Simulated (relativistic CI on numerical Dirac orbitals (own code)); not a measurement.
Computed by Dirac-Coulomb-Breit CI, separate exchange-only KLI orbitals for each configuration, QED by a radiative potential, unscaled Slater integrals (own radial code, finite nucleus).

CI space (outside the closed core [Ne]): 3s, 3p, 3d, 4s, 4p, 4d, 4f, 5s, 5p, 5d, 5f, 5g, 6s, 6p, 6d, 7s, 7p. Levels of other configurations are missing.

At this charge energies of transitions that change n are usually good to better than 1 %, and those within a shell (Δn = 0) to a few per cent.

Outline of the computed level scheme of Rb XXVII. Lowest level of each configuration: 3s ²S1/2 at 0.000 eV; 3p ²P°1/2 at 58.733 eV; 3d ²D3/2 at 151.432 eV; 4s ²S1/2 at 597.166 eV; 4p ²P°1/2 at 621.123 eV; 4d ²D3/2 at 656.156 eV; 4f ²F°5/2 at 671.806 eV; 5s ²S1/2 at 858.717 eV; 5p ²P°1/2 at 870.697 eV.

Some strong electric-dipole decays among the lowest 15 levels: 4f ²F°7/2 → 3d ²D5/2 (7.9e+12 s⁻¹); 4f ²F°5/2 → 3d ²D3/2 (7.4e+12 s⁻¹); 4d ²D5/2 → 3p ²P°3/2 (3.7e+12 s⁻¹); 4d ²D3/2 → 3p ²P°1/2 (3.0e+12 s⁻¹); 4p ²P°1/2 → 3s ²S1/2 (1.7e+12 s⁻¹); 4p ²P°3/2 → 3s ²S1/2 (1.5e+12 s⁻¹); 4s ²S1/2 → 3p ²P°3/2 (1.4e+12 s⁻¹); 5p ²P°1/2 → 3s ²S1/2 (9.6e+11 s⁻¹).
